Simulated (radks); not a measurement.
The numbers below are computed, except where a source is named.
Task: The mean radii <r> (bohr) of the occupied orbitals of an atom or ion are listed with their occupations. Code: a radial shooting solver on a logarithmic mesh with Libxc functionals. Model: scalar-relativistic Kohn-Sham, PBE, spin-unpolarised, spherical densities, finite nucleus; Fermi nuclear charge, rms radius of each element as measured or else 0.836 A^(1/3) + 0.57 fm.

orbital  occ.      <r>
1s          2  0.01899
2s          2  0.08038
2p          6  0.07172
3s          2   0.2087
3p          6   0.2085
3d         10   0.1890
4s          2   0.4683
4p          6   0.4976
4d         10   0.5352
5s          2    1.135
5p          6    1.342
4f         14   0.6773
6s          2    3.451
5d          2    2.514

Name the element and its charge.

Result: Z = 72, hafnium, charge 0: Hf in [Xe] 4f14 5d2 6s2. The 1s radius gives Z: for a bare nucleus <r> = (2 gamma + 1)/(2Z) with gamma = sqrt(1 - (Z/c)^2), 0.01876 bohr for Z = 72, and screening makes it slightly larger (0.01899 here). The occupations add up to 72, and the charge is Z minus that.
